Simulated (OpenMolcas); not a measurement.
**Cl⁺: Slater's ratio, thermal populations, the spin-orbit constant, worked from levels**

* Program: OpenMolcas 26.06
* Basis: ANO-RCC-VQZP [6s5p3d2f1g]
* Scalar Hamiltonian: DKH2, point nucleus
* Active space: 6 electrons in 4 orbitals (3s 3p)
* State averaging: 2S+1 = 3 even, 3 roots; 2S+1 = 1 even, 6 roots; 2S+1 = 3 odd, 3 roots; 2S+1 = 1 odd, 3 roots
* Spin-orbit coupling: state interaction with AMFI integrals over the reference wave functions, term energies averaged over their components

Methods: CASSCF; SS-CASPT2, IPEA 0.25 Eh, imaginary shift 0.1 Eh (closed shells correlated: 2s 2p). Measured levels: NIST Handbook of Basic Atomic Spectroscopic Data.

**Slater's ratio.** With one set of orbitals, p4 has ¹D - ³P = 6 F2 and ¹S - ¹D = 9 F2 (F2 = F²/25), a ratio of 3/2. Term energies are centres of gravity, weighted by 2J + 1.

```csv
Source,¹D - ³P,¹S - ³P,F2 from the first,Ratio
CASSCF,14100,26314,2350,0.866
SS-CASPT2,11384,27259,1897,1.395
measured,11311,27535,1885,1.434
```

Energies in cm-1. A ratio away from 3/2 shows effects beyond one configuration with one set of orbitals, and in heavier atoms second-order spin-orbit shifts. In CASSCF the valence s occupation is 1.93 in ¹S against 2.00 in ¹D: mixing out of s² acts most on ¹S and pulls it down.

**Thermal populations.** Z = Σ (2J + 1) exp(-E/kT) with k = 0.695035 cm-1/K, over the levels below. No other level of either list lies under 90000 cm-1, which is above 7 kT at each temperature.

```tsv
Level	2J + 1	SS-CASPT2	measured
3s² 3p⁴ ³P₂	5	0.0	0.0
3s² 3p⁴ ³P₁	3	650	696
3s² 3p⁴ ³P₀	1	937	996
3s² 3p⁴ ¹D₂	5	11700	11654
3s² 3p⁴ ¹S₀	1	27580	27878
```

```
T (K)  Z, SS-CASPT2  Z, measured levels  Ground level (%), SS-CASPT2  Ground level (%), measured levels
 5000         8.425               8.381                         59.3                               59.7
 8000         9.131               9.104                         54.8                               54.9
12000         9.935               9.919                         50.3                               50.4
```

At 12000 K, kT = 8340 cm-1, and the computed levels give Z = 5.000 + 2.775 + 0.894 + 1.230 + 0.037 = 9.935.

**The spin-orbit constant.** For the Hund term ³P of p4, E(J) = (A/2) J(J+1) + constant and ζ = -2S·A = -2A. From J = 0 to J = 2 the energy changes by 3 A.

```json
{"Source": "CASSCF", "E(2) - E(0)": "-932.9", "A": "-311.0", "ζ": "622"}
{"Source": "SS-CASPT2", "E(2) - E(0)": "-937.2", "A": "-312.4", "ζ": "625"}
{"Source": "measured", "E(2) - E(0)": "-996.5", "A": "-332.2", "ζ": "664"}
```

All in cm-1. SS-CASPT2 is off by -6.0 % and CASSCF by -6.4 %. Both methods take the spin-orbit matrix elements from the reference wave functions, so the second can move ζ only through the term energies and any multistate remixing. Second-order mixing with other terms is absorbed into this ζ.

CASPT2 does not keep the components of a term degenerate, so their means are used; among the terms shown or strongly mixed into the levels shown the widest spread is 190 cm-1 (3s² 3p⁴ ¹D, SS-CASPT2). Over all roots computed the reference weight is 0.86 to 0.95 in SS-CASPT2; the roots of lowest weight are the least certain, and an intruder state may touch them. Without dynamic correlation excited terms often stand tens of per cent too high (terms of higher spin than the ground term too low), and those without a measured partner can miss by more than the paired ones (holds for CASSCF). Measured partners are found by configuration, term and J. A level has none where our copy of the source lacks it or the pairing is in doubt (some pairs that miss far off the trend of their configuration count as doubtful), and it then counts in no deviation. Only configurations of the active space appear.
